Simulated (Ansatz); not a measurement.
Molecule: C₃H₉ClOSi, charge 0, multiplicity 1. 
Geometry from a B3LYP-D3(BJ)/def2-TZVP (Ansatz, an electronic-structure program) optimisation:
SMILES: CCCO[SiH2]Cl
```xyz
15

C     -3.4901     0.3142     1.0759
C     -2.4678    -0.5099     0.2984
C     -1.0564     0.0057     0.4961
O     -0.1461    -0.7932    -0.2639
Si     1.4765    -0.7172    -0.1651
Cl     2.1683     1.1536    -0.7244
H     -4.4993    -0.0685     0.9208
H     -3.2878     0.2894     2.1493
H     -3.4800     1.3600     0.7602
H     -2.6964    -0.4913    -0.7700
H     -2.5049    -1.5565     0.6110
H     -0.7827    -0.0307     1.5575
H     -0.9795     1.0468     0.1674
H      2.0114    -1.7126    -1.1044
H      1.9423    -0.9225     1.2218
```
Charge 0, spin multiplicity 1.

Quantity: atomisation energy (electronic, to ground-state atoms), in kcal/mol. Correlated levels leave the core frozen unless marked. UHF or UKS for open shells. Spin-orbit coupling is left out. No relativistic terms. The coupled-cluster limit lacks core correlation, which all-electron functionals hold. CBS(X,Y): correlation extrapolated as X^-3; Hartree-Fock from the larger set.

```tsv
level	program	atomisation energy (kcal/mol)
HF/cc-pV(Q+d)Z	Ansatz	1020.5
BLYP/def2-TZVPD	Ansatz	1326.8
revPBE-D3(BJ)/def2-TZVPD	Ansatz + dftd3	1336.5
r2SCAN-D3(BJ)/def2-TZVPD	Ansatz + dftd3	1356.6
B3LYP-D4/def2-TZVPD	Ansatz + dftd4	1351.0
B3LYP/def2-TZVPD	Ansatz	1339.2
HSE06/def2-TZVPD	Ansatz	1349.6
MP2/CBS(cc-pV(T+d)Z,cc-pV(Q+d)Z)	Ansatz	1374.9
RI-MP2/aug-cc-pV(T+d)Z	Ansatz	1347.2
SCS-MP2/aug-cc-pV(T+d)Z	Ansatz	1343.7
SCS-MP2/cc-pV(Q+d)Z	Ansatz	1359.3
CCSD/cc-pV(T+d)Z	Ansatz	1306.1
CCSD(T)/cc-pV(D+d)Z	Ansatz	1252.5
CCSD(T)/cc-pwCVTZ	Ansatz	1324.6
CCSD(T)/CBS(cc-pV(T+d)Z,cc-pV(Q+d)Z)	Ansatz	1357.2
```
